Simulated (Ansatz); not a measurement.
`[SiH3]S[AsH][SiH3]` + NH₃ → `N[AsH][SiH3]` + `[SiH3]S`  (ligand exchange at the As–S bond)

Program: Ansatz. Geometries: PBE0-D4/def2-TZVP. ΔE: electronic, gas phase. CBS: MP2 limit from def2 TZ/QZ plus the TZ coupled-cluster correction, frozen cores. This one scheme is used for every species. Functionals use def2-TZVPP. B3LYP here is the variant with VWN-RPA as its local correlation; programs differ in this. For As outer-core shells are correlated without core-valence functions, which leaves a few kJ/mol of doubt a bond. Scalar relativity is left out up to krypton. One conformer a species, not always the lowest.

```csv
level,ΔE (kcal/mol),difference from CCSD(T)/CBS
PBE-D4,17.8,0.4
r2SCAN-D4,17.0,-0.4
PBE0-D4,17.7,0.3
B3LYP-D4,17.0,-0.4
ωB97X-V,15.0,-2.4
ωB97M-V,16.0,-1.4
B2PLYP,15.6,-1.8
PBE,16.3,-1.1
r2SCAN,16.6,-0.8
PBE0,16.4,-1.0
B3LYP,14.7,-2.7
HF/def2-TZVPP,13.3,-4.1
MP2/def2-TZVPP,17.6,0.2
SCS-MP2/def2-TZVPP,16.0,-1.4
CCSD/def2-TZVPP,15.0,-2.4
CCSD(T)/def2-TZVPP,15.8,-1.6
HF/def2-QZVPP,13.3,-4.1
MP2/def2-QZVPP,18.5,1.1
SCS-MP2/def2-QZVPP,16.8,-0.6
HF/CBS(def2),13.3,-4.1
MP2/CBS(def2),19.2,1.8
CCSD/CBS(def2),16.6,-0.8
CCSD(T)/CBS,17.4,0
```

Largest T1 diagnostic among the species: 0.012.

The D4 term adds +2.4 kcal/mol with B3LYP and +1.3 kcal/mol with PBE0; it sums over pairs of atoms, weighted by their polarisabilities, and B3LYP, whose exchange is more repulsive, gets the larger term. In def2-TZVPP, CCSD(T) changes the Hartree–Fock value by +2.5 kcal/mol (the triples alone add +0.8 kcal/mol) and MP2 by +4.2 kcal/mol.
